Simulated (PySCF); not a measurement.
# Correlation energy of Tm (thulium, neutral)

[Xe] 4f13 5d1 6s1, one real determinant (an excited configuration). Calculation: PySCF 2.14, in cc-pVDZ-X2C; scalar relativity by spin-free X2C-1e. Frozen: [Kr] 4d10; 23 electrons correlated.

| level | correlation energy (mhartree) |
| --- | --- |
| CCSD | -840.80 |
| (T) | -31.74 |
| CCSD(T) | -872.54 |

Diagnostics: T1 = 0.022, D1 = 0.0683, largest double amplitude 0.035.

The real determinant used has ⟨L²⟩ near 18 against 30 for a pure H term, so it mixes terms. Spin-orbit coupling, absent here, splits the open shell strongly.

Cost of the coupled-cluster step: about 28 core-seconds, for 23 correlated electrons.

The reference is one real determinant that mixes LS terms of this configuration.
